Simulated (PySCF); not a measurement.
Bond curve of CaN⁺

Set-up: Ca pcseg-1, N pcseg-1; no relativity (PySCF 2.14). Energies in eV from Ca⁺ + N in their ground configurations at the same level. State: ³Σ⁻ (triplet), unpaired electrons π ↑↑.

All columns are PBE0. A positive dipole points towards N; it is taken about the centre of mass and depends on that origin.

```tsv
R (Å)	E (eV)	μ (D)	Mulliken charge on Ca (basis-dependent)	HOMO (eV)	LUMO (eV)	Mayer bond order	⟨S²⟩
1.865	-0.819	-6.58	1.41	-11.28	-8.16	0.98	2.01
1.951	-1.224	-7.05	1.43	-11.10	-7.82	0.94	2.01
2.038	-1.445	-7.44	1.44	-10.92	-7.53	0.93	2.01
2.103	-1.520	-7.68	1.44	-10.79	-7.35	0.93	2.01
2.168	-1.538	-7.89	1.43	-10.67	-7.29	0.94	2.01
2.233	-1.512	-8.05	1.42	-10.56	-7.34	0.95	2.02
2.320	-1.432	-8.18	1.39	-10.41	-7.41	0.96	2.03
2.428	-1.287	-8.18	1.35	-10.25	-7.50	0.97	2.07
2.558	-1.089	-7.89	1.30	-10.10	-7.56	0.93	2.15
2.732	-0.837	-7.19	1.22	-10.01	-7.58	0.81	2.32
```

A fit through these points gives, at Re = 2.159 Å, μ = -7.86 D and dμ/dR = -2.88 D/Å; the reduced mass is 10.37 u.

How strong is the fundamental in the double-harmonic approximation, I = 42.26·(dμ/dR)²/μred km/mol?

I = 42.26·(-2.88)²/10.37 = 33.8 km/mol at PBE0.

⟨S²⟩ of the unrestricted solution departs from its pure value on part of the curve, where spin states mix. For an ion De counts to the pair picked by the measured ionisation energies or electron affinities, which need not be the lowest pair at this level. The state was picked by a PBE0 search and need not be the measured ground state.
